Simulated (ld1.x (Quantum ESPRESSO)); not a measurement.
## What one change does to a pseudopotential (cadmium (Cd), RRKJ)

ld1.x (Quantum ESPRESSO) 7.5 input, shortened:

```
&input
   title='Cd', zed=48., rel=1, dft='PBESOL', iswitch=3,
   config='[Kr] 4d10 5s1.75 5p0.25'
 /
 &inputp
   pseudotype=2, tm=.false., rho0=0.01, lloc=-2, rcloc=1.80,
   nlcc=.false.
 /
3
5S  1  0   1.75   0.00  2.25  2.25  0.0
5P  2  1   0.25   0.00  2.20  2.20  0.0
4D  3  2  10.00   0.00  1.60  1.60  0.0
 &test
   configts(1)='4d10 5s1.75 5p0.25'
 /
```

Change: core correction a·sin(br)/r model core inside 0.66 bohr.

Cutoffs: the cutoffs (Ry, on a coarse ladder) from which the occupation-weighted sum of valence levels, in a spherical-Bessel basis at the reference potential, stays within 10 and 1 mRy of its value at 400 Ry; they do not see the model core or the augmentation charge, which bear on the density cutoff. Errors are all-electron minus pseudo energies relative to the spin-unpolarised reference configuration.

Q: Predict the effect on cutoff, ghosts and configuration errors.

A: The potential gets neither clearly harder nor softer (60 Ry and 70 Ry → 60 Ry and 70 Ry); of the 7 tests that both files solve, the error grows in 5 and shrinks in 1 by more than 15 % and 0.3 meV (median size 3.3 → 4.0 meV); neither file shows a bound ghost. A model core, the more so a compact one, raises the density cutoff, which this test does not measure.

```tsv
quantity	base	changed
cutoff, loose	60 Ry	60 Ry
cutoff, tight	70 Ry	70 Ry
bound ghosts	none	none
error for 4d10 5s2 5p0, meV [ΔE -1.15 eV]	+0.2	0.0
error for 4d10 5s1 5p0, meV [ΔE 8.16 eV]	-0.6	-4.0
error for 4d10 5s0 5p0, meV [ΔE 25.25 eV]	+3.3	-35
error for 4d8 5s0 5p0, meV [ΔE 117.29 eV]	-171	-474
error for 4d10 5s1 5p1, meV [ΔE 3.58 eV]	+0.3	-0.9
error for 4d10 5s0 5p2, meV [ΔE 8.62 eV]	+5.1	-2.4
error for 4d9 5s0 5p0, meV [ΔE 63.25 eV]	+23	-87
s: phases at 2.45 bohr within 0.05 rad from the reference energy up to (Ry; the scan ends near 5)	0.6	0.6
p: phases at 2.45 bohr within 0.05 rad from the reference energy up to (Ry; the scan ends near 5)	0.6	0.6
d: phases at 2.45 bohr within 0.05 rad from the reference energy up to (Ry; the scan ends near 5)	1.6	1.6
```
